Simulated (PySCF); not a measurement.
PySCF input file for C₂H₃N₃, SMILES c1nc[nH]n1, TPSSh-D3(BJ)/def2-SVP. The structure is a stationary point at TPSSh-D3(BJ)/def2-SVP.

```python
import numpy as np
from pyscf import gto, scf, dft, df
from pyscf.hessian import thermo

mol = gto.M(
    atom='''
    C     0.02104829    1.11892590    0.00000000
    N     1.15937009    0.36995608    0.00000000
    C     0.69461467   -0.86631524    0.00000000
    N    -0.65937494   -0.84269393    0.00000000
    N    -1.11115436    0.42676659    0.00000000
    H     0.02289823    2.20774418    0.00000000
    H     1.27854872   -1.78547891    0.00000000
    H    -1.31731022   -1.61613040    0.00000000
    ''',
    basis='def2-SVP',
    charge=0,
    spin=0,
    max_memory=1600,
    verbose=3,
)
mf = dft.RKS(mol, xc='tpssh').density_fit(auxbasis='def2-universal-jkfit')
mf.disp = 'd3bj'
mf.grids.level = 4
mf.conv_tol = 1e-11
mf.max_cycle = 100
mf.kernel()

# [left out here: the lines that compute and print the analytic Hessian (its translational invariance restored by hand, since the grid's response is missing), thermochemistry and intensities]
```

Output:

```
converged SCF energy = -242.095981010751

WARN: MGGA Hessian is sensitive to dft grids. grids.level 4 may not be dense enough.


WARN: DFTD3 does not support analytical Hessian, using finite difference


WARN: Mole.unit (angstrom) is changed to Bohr

Mode                                 0                   1                   2
Irrep
Freq [cm^-1]                      602.6609            686.9289            704.8295
Reduced mass [au]                   2.0336              1.8495              2.7414
Force const [Dyne/A]                0.4352              0.5142              0.8024
Char temp [K]                     867.0949            988.3377           1014.0927
Normal mode                   x     y     z       x     y     z       x     y     z
       0   C                -0.00 -0.00  0.01   -0.00  0.00  0.04   -0.00  0.00  0.14
       1   N                 0.00 -0.00  0.02    0.00 -0.00 -0.13    0.00 -0.00 -0.09
       2   C                 0.00 -0.00 -0.07   -0.00  0.00  0.12    0.00 -0.00  0.01
       3   N                 0.00  0.00  0.17   -0.00 -0.00 -0.05   -0.00  0.00  0.05
       4   N                -0.00 -0.00 -0.08   -0.00 -0.00  0.04   -0.00 -0.00 -0.15
       5   H                -0.00 -0.00  0.04   -0.00  0.00  0.19   -0.00  0.00  0.38
       6   H                 0.00 -0.00 -0.21   -0.00 -0.00  0.39   -0.00 -0.00  0.02
       7   H                 0.00  0.00 -0.64   -0.00 -0.00 -0.56   -0.00  0.00  0.41
Mode                                 3                   4                   5
Irrep
Freq [cm^-1]                      846.8386            904.3069            954.4314
Reduced mass [au]                   1.4101              1.3854              5.7913
Force const [Dyne/A]                0.5958              0.6675              3.1082
Char temp [K]                    1218.4122           1301.0962           1373.2143
Normal mode                   x     y     z       x     y     z       x     y     z
       0   C                -0.00  0.00 -0.01    0.00 -0.00 -0.15    0.00 -0.11 -0.00
       1   N                -0.00 -0.00  0.04   -0.00  0.00  0.03    0.18  0.03  0.00
       2   C                 0.00 -0.00 -0.15   -0.00  0.00  0.02   -0.04  0.09 -0.00
       3   N                 0.00  0.00  0.03   -0.00 -0.00  0.01   -0.04  0.02  0.00
       4   N                -0.00  0.00  0.00    0.00 -0.00  0.02   -0.10 -0.01  0.00
       5   H                 0.00  0.00  0.10    0.00 -0.00  0.83   -0.06 -0.12  0.00
       6   H                 0.00 -0.00  0.82    0.00  0.00 -0.11   -0.23 -0.03  0.00
       7   H                -0.00  0.00  0.05    0.00 -0.00  0.04    0.14 -0.13  0.00
Mode                                 6                   7                   8
Irrep
Freq [cm^-1]                      988.1469           1096.1229           1147.4043
Reduced mass [au]                   6.2848              1.9830              1.7454
Force const [Dyne/A]                3.6156              1.4038              1.3539
Char temp [K]                    1421.7234           1577.0767           1650.8594
Normal mode                   x     y     z       x     y     z       x     y     z
       0   C                 0.05  0.04  0.00   -0.03  0.02 -0.00    0.06  0.03  0.00
       1   N                 0.03  0.06  0.00   -0.00  0.00  0.00   -0.06  0.01 -0.00
       2   C                -0.09  0.08 -0.00   -0.04 -0.02  0.00   -0.12  0.04 -0.00
       3   N                -0.11 -0.10  0.00    0.05  0.12 -0.00    0.08 -0.06  0.00
       4   N                 0.14 -0.07 -0.00    0.07 -0.11  0.00   -0.00  0.01 -0.00
       5   H                -0.16  0.04 -0.00   -0.32  0.02  0.00    0.32  0.04 -0.00
       6   H                 0.01  0.15  0.00   -0.50 -0.31 -0.00   -0.28 -0.05  0.00
       7   H                -0.21 -0.02  0.00    0.05  0.13 -0.00    0.46 -0.38 -0.00
Mode                                 9                  10                  11
Irrep
Freq [cm^-1]                     1199.7374           1274.4993           1336.8527
Reduced mass [au]                   3.0257              1.5751              3.7138
Force const [Dyne/A]                2.5660              1.5074              3.9105
Char temp [K]                    1726.1550           1833.7208           1923.4333
Normal mode                   x     y     z       x     y     z       x     y     z
       0   C                -0.07  0.14 -0.00    0.00 -0.08  0.00    0.03 -0.13  0.00
       1   N                 0.09 -0.04  0.00   -0.03 -0.08 -0.00   -0.06  0.13 -0.00
       2   C                 0.01 -0.06 -0.00   -0.06  0.04 -0.00    0.02 -0.05  0.00
       3   N                 0.01 -0.10  0.00    0.03  0.05  0.00    0.02 -0.07  0.00
       4   N                -0.02  0.09  0.00    0.05  0.06 -0.00    0.03  0.11 -0.00
       5   H                -0.42  0.16  0.00   -0.58 -0.09 -0.00   -0.21 -0.14 -0.00
       6   H                -0.14 -0.17 -0.00    0.30  0.29  0.00   -0.25 -0.24  0.00
       7   H                 0.07 -0.16 -0.00    0.27 -0.14  0.00   -0.15  0.07  0.00
Mode                                12                  13                  14
Irrep
Freq [cm^-1]                     1407.4106           1471.4172           1564.3631
Reduced mass [au]                   4.2700              2.6181              3.6413
Force const [Dyne/A]                4.9833              3.3397              5.2503
Char temp [K]                    2024.9504           2117.0418           2250.7702
Normal mode                   x     y     z       x     y     z       x     y     z
       0   C                -0.16 -0.05 -0.00   -0.00 -0.01  0.00   -0.14 -0.03 -0.00
       1   N                 0.00 -0.09  0.00   -0.05 -0.02 -0.00    0.06  0.08  0.00
       2   C                 0.02  0.13 -0.00    0.15  0.03  0.00   -0.07 -0.13 -0.00
       3   N                 0.04 -0.04  0.00   -0.14  0.03 -0.00   -0.02  0.04 -0.00
       4   N                 0.09  0.05  0.00    0.05  0.01 -0.00    0.08  0.02  0.00
       5   H                 0.26 -0.06  0.00   -0.00 -0.01 -0.00    0.29 -0.03  0.00
       6   H                -0.23 -0.01 -0.00   -0.15 -0.18 -0.00    0.24  0.05 -0.00
       7   H                -0.16  0.14 -0.00    0.34 -0.40 -0.00    0.22 -0.16 -0.00
Mode                                15                  16                  17
Irrep
Freq [cm^-1]                     3255.8079           3261.0172           3618.3943
Reduced mass [au]                   1.0977              1.1005              1.0832
Force const [Dyne/A]                6.8557              6.8951              8.3559
Char temp [K]                    4684.3826           4691.8777           5206.0637
Normal mode                   x     y     z       x     y     z       x     y     z
       0   C                 0.00  0.03  0.00   -0.00 -0.08  0.00    0.00  0.00 -0.00
       1   N                -0.00 -0.00 -0.00   -0.00 -0.00 -0.00    0.00  0.00  0.00
       2   C                -0.04  0.07 -0.00   -0.02  0.03  0.00    0.00 -0.00 -0.00
       3   N                 0.00 -0.00  0.00    0.00  0.00  0.00   -0.05 -0.05 -0.00
       4   N                -0.00 -0.00 -0.00    0.00  0.00 -0.00   -0.00  0.00 -0.00
       5   H                -0.00 -0.34 -0.00    0.00  0.89 -0.00    0.00 -0.00  0.00
       6   H                 0.48 -0.75 -0.00    0.18 -0.29 -0.00   -0.01  0.01 -0.00
       7   H                 0.01  0.02  0.00    0.00  0.01  0.00    0.62  0.73  0.00
temperature 298.1500 [K]
pressure 101325.00 [Pa]
Rotational constants [GHz] 10.27162 9.82967 5.02289
Symmetry number 1
Zero-point energy (ZPE) 0.05996 [Eh]   157435.558 [J/mol]
                           tot       elec      trans        rot        vib
Entropy [J/mol/K]       269.518      0.000    161.564    100.268      7.686
Cv [J/mol/K]             49.460      0.000     12.472     12.472     24.517
Cp [J/mol/K]             57.774      0.000     20.786     12.472     24.517
Internal energy [J/mol]                      3718.434   3718.434 159247.319
Internal energy [Eh]   -242.03249  -242.09598
Enthalpy [J/mol]                             6197.391   3718.434 159247.319
Enthalpy [Eh]          -242.03155
Gibbs free energy [J/mol]                  -41973.032 -26176.364 156955.606
Gibbs free energy [Eh] -242.06216
static polarisability / bohr^3: [[37.878 -0.756  0.   ]
 [-0.757 45.383  0.   ]
 [-0.     0.    19.744]]
largest difference of analytic and finite-field dipole derivatives / e: 0.00043180872467885045
mode   freq/cm-1   IR/(km/mol)   Raman/(A^4/amu)   depolarisation
   1      602.66        58.029             1.351            0.750
   2      686.93         1.863             0.398            0.750
   3      704.83        51.754             0.055            0.750
   4      846.84        15.724             0.159            0.750
   5      904.31         7.573             0.970            0.750
   6      954.43         7.552             1.472            0.704
   7      988.15        18.891             2.212            0.550
   8     1096.12        42.869             5.371            0.373
   9     1147.40        16.119             6.699            0.407
  10     1199.74         7.616            10.658            0.263
  11     1274.50         1.201            12.568            0.153
  12     1336.85        17.423             1.383            0.689
  13     1407.41        18.388            23.123            0.312
  14     1471.42        13.734             4.548            0.724
  15     1564.36        26.162             0.319            0.726
  16     3255.81         2.371            41.612            0.402
  17     3261.02         2.020           148.378            0.238
  18     3618.39        76.623           116.682            0.287
max |gradient| / (hartree/bohr): 7.28619270557178e-06
APT charges: [ 0.2615 -0.4636  0.2809 -0.2057 -0.2688  0.0676  0.0809  0.2473]
```

The calculation finished and met its thresholds.

Cost: about 8 core-minutes (a rough figure).
